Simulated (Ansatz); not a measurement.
Isolated molecules relaxed with PBE0-D4/def2-TZVP in Ansatz; ΔE leaves out vibrations. CBS: MP2 limit from def2 TZ/QZ plus the TZ coupled-cluster correction, frozen cores. This one scheme is used for every species. DFT in def2-TZVPP. For Ge outer-core shells are correlated without core-valence functions, which leaves a few kJ/mol of doubt a bond. Scalar relativity is left out up to krypton. One conformer a species, not always the lowest.

`[NH2][GeH2][Si](N)(O)O` + CH₃OH → `CO[Si](N)(O)O` + `[NH2][GeH3]`  (cleavage of the Si–Ge bond)

| level | ΔE (eV) |
| --- | --- |
| PBE0-D4 | -1.09 |
| MP2/def2-TZVPP | -1.27 |
| CCSD/def2-TZVPP | -1.28 |
| HF/CBS(def2) | -1.54 |

Task: What does CCSD(T)/CBS give? (Estimate.)

Result: The calculation gave: -1.22 eV. The listed levels differ from it by 0.13, -0.05, -0.06, -0.32 eV.

Largest T1 diagnostic among the species: 0.012.

In def2-TZVPP, CCSD(T) changes the Hartree–Fock value by +0.27 eV (the triples alone add +0.04 eV) and MP2 by +0.25 eV. From PBE to PBE0 (25 % exact exchange), in def2-TZVPP and without D4, ΔE moves by −0.11 eV.
